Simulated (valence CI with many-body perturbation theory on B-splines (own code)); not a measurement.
## How close is CI+MBPT for Ne V?

Calculated by relativistic CI+MBPT: four valence electrons over a frozen Dirac-Fock core [He], radial functions for each j: 11 s, 11 p, 9 d, 7 f, 5 g, 2 h, 1 i, with the one-electron correlation potential Σ1, the two-electron term Σ2, the three-electron term Σ3, Breit, model QED; selected CI, second order for the rest, scaled by the run's own slope (own B-spline code, finite nucleus).

Against 24 measured levels this calculation errs by 82 cm⁻¹ on average and by 205 at most. These come from a selection out of NIST levels in Podobedova, Fuhr, Reader and Wiese, J. Phys. Chem. Ref. Data 33, 525 (2004). Levels without a partner in it may be off by more. Among the levels kept, up to 260 cm⁻¹ of a level comes from second order outside the variational space, and about a tenth of that is noise between levels of different J, which matters for small intervals. 3 measured levels below the end of the list, from 690000 cm⁻¹ on, found no clear computed partner, and computed levels of the same name lie up to 8653 cm⁻¹ from them.

Measured levels: NIST levels in Podobedova, Fuhr, Reader and Wiese, J. Phys. Chem. Ref. Data 33, 525 (2004). Pairs share parity and J, and are chosen by configuration, term and nearness in energy; levels without a clear partner are left out. Energies in cm⁻¹ above the measured ground level. The last column is blank where CI alone has no clear partner.

| Computed label | Label in the source | Measured | Computed | Difference | CI alone, difference |
| --- | --- | --- | --- | --- | --- |
| 2s2 2p2 3P_0 | 2s2 2p2 3P | 0 | 0.0 | 0 | 0 |
| 2s2 2p2 3P_1 | 2s2 2p2 3P | 412.4 | 411.4 | -1 | +28 |
| 2s2 2p2 3P_2 | 2s2 2p2 3P | 1110.1 | 1108.6 | -1 | +152 |
| 2s2 2p2 1D_2 | 2s2 2p2 1D | 30291.5 | 30387.3 | +96 | +162 |
| 2s2 2p2 1S_0 | 2s2 2p2 1S | 63913.6 | 64091.7 | +178 | -88 |
| 2s 2p3 3D°_3 | 2s 2p3 3D° | 175834 | 175875.3 | +41 | +1378 |
| 2s 2p3 3D°_2 | 2s 2p3 3D° | 175905 | 175945.9 | +41 | +1290 |
| 2s 2p3 3D°_1 | 2s 2p3 3D° | 175927 | 175971.4 | +44 | +1272 |
| 2s 2p3 3P°_0 | 2s 2p3 3P° | 208193 | 208303.1 | +110 | +1202 |
| 2s 2p3 1D°_2 | 2s 2p3 1D° | 270564 | 270769.2 | +205 | +2629 |
| 2s2 2p 3s 3P°_0 | 2s2 2p(2P°) 3s 3P° | 596254 | 596136.3 | -118 | -998 |
| 2s2 2p 3s 3P°_1 | 2s2 2p(2P°) 3s 3P° | 596626 | 596516.1 | -110 | -952 |
| 2s2 2p 3s 3P°_2 | 2s2 2p(2P°) 3s 3P° | 597523 | 597411.0 | -112 | -868 |
| 2s2 2p 3s 1P°_1 | 2s2 2p(2P°) 3s 1P° | 605231 | 605148.6 | -82 | -740 |
| 2s2 2p 3d 3D°_1 | 2s2 2p(2P°) 3d 3D° | 698231 | 698194.5 | -37 | -803 |
| 2s2 2p 3d 3D°_2 | 2s2 2p(2P°) 3d 3D° | 698382 | 698363.1 | -19 | -767 |
| 2s2 2p 3d 3D°_3 | 2s2 2p(2P°) 3d 3D° | 698735 | 698654.7 | -80 | -791 |
| 2s2 2p 3d 3P°_2 | 2s2 2p(2P°) 3d 3P° | 701765 | 701728.4 | -37 | -794 |
| 2s2 2p 3d 3P°_1 | 2s2 2p(2P°) 3d 3P° | 702074 | 702076.2 | +2 | -740 |
| 2s2 2p 3d 3P°_0 | 2s2 2p(2P°) 3d 3P° | 702459 | 702262.9 | -196 | -943 |
| 2s2 2p 3d 1F°_3 | 2s2 2p(2P°) 3d 1F° | 709956 | 709917.2 | -39 | -771 |
| 2s 2p2 3p 3S°_1 | 2s 2p2(4P) 3p 3S° | 737160 | 736958.8 | -201 | +183 |
| 2s 2p2 3p 3P°_0 | 2s 2p2(4P) 3p 3P° | 765440 | 765470.6 | +31 | +296 |
| 2s 2p2 3p 3P°_1 | 2s 2p2(4P) 3p 3P° | 765640 | 765599.9 | -40 | +267 |
| 2s 2p2 3p 3P°_2 | 2s 2p2(4P) 3p 3P° | 766000 | 765848.8 | -151 | +206 |

Over 24 excited levels the mean absolute difference is 82 cm⁻¹, the median 62 and the largest 205. For the 24 levels that pair on every rung the mean is CI alone 763, + Σ1 534, + Σ2 362, + Σ3 173, + Breit 106, + QED 82. The comparison draws on a selection of the measured levels: 25 of the 68 computed ones have a partner in it, and others may be off by more.

These 3 measured levels below the end of the computed list are not counted above. Beside each stands the unpaired computed level of its name, or else the nearest of its J and parity; the gap is either an error of the method or a doubtful assignment.

```csv
Label in the source,J,Measured,Unpaired level,Computed
2s2 2p(2P°) 3d 3F°,2,690000,2s2 2p 3d 3F°_2,690617
2s2 2p(2P°) 3d 1D°,2,690691,2s2 2p 3d 1D°_2,691441
2s2 2p(2P°) 3d 1P°,1,702412,2s2 2p 3d 1P°_1,711065
```
